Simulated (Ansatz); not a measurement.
`[CH3][Y]([F])[Cl]` + H₂O → `[CH3][Y]([OH])[F]` + HCl at 500 K and 1 bar (formal hydrolysis of a Y–Cl bond).

Isolated molecules relaxed with PBE0-D4/def2-TZVP in Ansatz; ΔE leaves out vibrations. CCSD(T)/CBS adds triple-zeta CCSD(T) − MP2 to the extrapolated MP2 energy (def2 sets, frozen cores). This one scheme is used for every species. def2 core potentials past Kr. For Y outer-core shells are correlated without core-valence functions, which leaves a few kJ/mol of doubt a bond. One conformer a species, not always the lowest.

| species | CCSD(T)/CBS energy (Eh) | H − E (kJ/mol) | S (J/(mol·K)) |
| --- | --- | --- | --- |
| `[CH3][Y]([F])[Cl]` | -637.84701 | 136.7 | 440.6 |
| H₂O | -76.37941 | 73.2 | 206.3 |
| `[CH3][Y]([OH])[F]` | -253.82257 | 170.4 | 436.3 |
| HCl | -460.38127 | 32.5 | 201.9 |

H − E and S are ideal-gas, rigid-rotor, harmonic terms from PBE0-D4/def2-TZVP, for one conformer and one mirror image of each species. 1 Eh = 2625.50 kJ/mol, R = 8.31446 J/(mol·K).

By hand: ΔE, ΔH, ΔS and ΔG.

ΔE = (-253.82257) + (-460.38127) − (-637.84701) − (-76.37941) = 0.02258 Eh = 59.3 kJ/mol. Δ(H − E) = 170.4 + 32.5 − 136.7 − 73.2 = -7.0, so ΔH = 52.3 kJ/mol. ΔS = 436.3 + 201.9 − 440.6 − 206.3 = -8.7 J/(mol·K). ΔG = 52.3 − 500 × (-8.7)/1000 = 56.6 kJ/mol.

By hand: the equilibrium constant, and the temperature at which ΔG would vanish if ΔH and ΔS stayed fixed.

log₁₀ K = −ΔG/(RT ln 10) = -5.9. ΔH and −TΔS have one sign here, so there is no such temperature.

The number of gas molecules stays the same, so ΔS is small and ΔH decides. A doubt of 5 kJ/mol in ΔE shifts log₁₀ K by 0.5 here. Other conformers and mirror images would add mixing entropy, several J/(mol·K) or more a flexible species. Modes under 60 cm⁻¹, often nearly free rotors, make the harmonic entropy too high. These are equilibria of isolated gas molecules and say nothing of rates. Largest T1 diagnostic: 0.014 (customary marks: 0.02 for closed shells, 0.045 for open ones).

ΔS is within the doubt of such terms, so its sign, and with it that verdict, could turn.
